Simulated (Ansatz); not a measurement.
CH6OSSi2 (`O=C[SiH]([SiH3])S`). Charge 0, multiplicity 1.

Z-matrix (Å, degrees):
```
Si
C 1 1.933
S 1 2.126 2 104.3
Si 1 2.343 2 109.4 3 -121.0
H 1 1.490 2 106.8 3 120.2
O 2 1.205 1 122.0 3 5.8
H 2 1.114 1 118.6 3 -174.9
H 3 1.354 1 88.8 2 -3.3
H 4 1.486 1 109.3 2 56.6
H 4 1.486 1 109.3 2 176.5
H 4 1.489 1 110.3 2 -63.6
```

**Question.** What are the harmonic wavenumbers in cm⁻¹ at PBE0-D4/def2-TZVP (Ansatz, finite differences of forces, unscaled)? (An estimate is asked.)

**Answer.** The calculation gave: 67, 92, 111, 148, 173, 295, 371, 434, 472, 499, 540, 590, 709, 733, 814, 862, 915, 933, 935, 1373, 1771, 2196, 2215, 2230, 2239, 2610, 2858.

**Question.** Is this a minimum?

**Answer.** Yes, all 27 modes are real.

**Question.** Give the ideal-gas thermochemistry at 298.15 K and 1 bar (rigid rotor, harmonic oscillator; point group C1, symmetry number 1).

**Answer.** Zero-point energy 162.6 kJ/mol; H(298) − E = 188.0 kJ/mol; entropy 385.7 J/(mol·K), of which translation 168.8, rotation 119.2, vibration 97.6; G(298) − E = 73.0 kJ/mol. Modes under 100 cm⁻¹ are hindered rotations or soft bends, so the harmonic entropy is rough.

**Question.** And at 400, 500, 600, 800 and 1000 K?

**Answer.** 
| T (K) | H − E (kJ/mol) | S (J/mol/K) | G − E (kJ/mol) |
| --- | --- | --- | --- |
| 400 | 202.5 | 427.3 | 31.6 |
| 500 | 218.5 | 463.0 | -13.0 |
| 600 | 235.9 | 494.7 | -60.9 |
| 800 | 274.0 | 549.4 | -165.5 |
| 1000 | 315.5 | 595.6 | -280.1 |
